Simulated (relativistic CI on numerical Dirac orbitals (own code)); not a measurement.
**One change at a time: Pr⁵²⁺**

Base calculation: Dirac-Coulomb-Breit CI, KLI orbitals optimised for each configuration, model QED, unscaled Slater integrals.

Configuration list (outside the closed core 1s2): 2s2 2p3, 2s 2p4, 2p5, 2p4 3s, 2p4 3p, 2p4 3d, 2s2 2p2 3s, 2s2 2p2 3p, 2s2 2p2 3d, 2s 2p3 3s, 2s 2p3 3p, 2s 2p3 3d, 2s2 2p2 4s, 2s2 2p2 4p, 2s2 2p2 4d, 2s2 2p2 4f. Levels of other configurations are missing.

The lowest level and the first level of each name with at least 55 % of one term (blank where a level has no safe partner in the second run):

```csv
Level,Base (eV),Shift (eV)
2s2 2p3 2P°_3/2,0.00,0.00
2s2 2p3 2D°_5/2,507.26,-0.80
2s2 2p3 2P°_1/2,543.30,-0.76
2s 2p4 4P_5/2,732.90,+7.54
2s 2p4 2S_1/2,811.30,+7.55
2s 2p4 4P_3/2,1240.35,+6.77
2s 2p4 2D_5/2,1276.01,+6.77
2s 2p4 2P_1/2,1319.58,+6.78
2p5 2P°_3/2,1604.39,+14.98
2p5 2P°_1/2,2113.44,+14.31
2s2 2p2 3s 4P_3/2,6010.24,-2.27
2s2 2p2 3s 2P_1/2,6018.37,-2.28
2s2 2p2 3s 2D_5/2,6028.41,-2.28
2s2 2p2 3s 2D_3/2,6033.50,-2.27
2s2 2p2 3p 4D°_3/2,6090.30,+0.09
2s2 2p2 3p 2F°_7/2,6250.96,-0.14
2s2 2p2 3p 2D°_5/2,6273.43,+0.07
2s2 2p2 3d 4D_1/2,6318.59,+0.19
2s2 2p2 3d 2G_9/2,6369.27,+0.08
2s2 2p2 3d 2F_7/2,6390.46,+0.11
```

At this charge energies of transitions that change n are usually good to better than 1 %, and those within a shell (Δn = 0) to a few per cent.

Task: One thing was changed in a second run, which moved the levels as shown. Which?
A. configuration mixing switched off
B. one mean potential for all configurations
C. Breit term removed
D. valence Slater integrals scaled by 0.9
E. QED terms removed

Result: E. QED terms removed. QED shifts follow the density of s (and p1/2) electrons at the nucleus, so configurations move by their count of such electrons; where none moves, the smaller shifts of p3/2 electrons and of j = l + 1/2 against j = l − 1/2 set the pattern.

LS names give the leading component of a level, which can be under half, so a name can repeat, a term be missing and a line seem to break the LS rules.
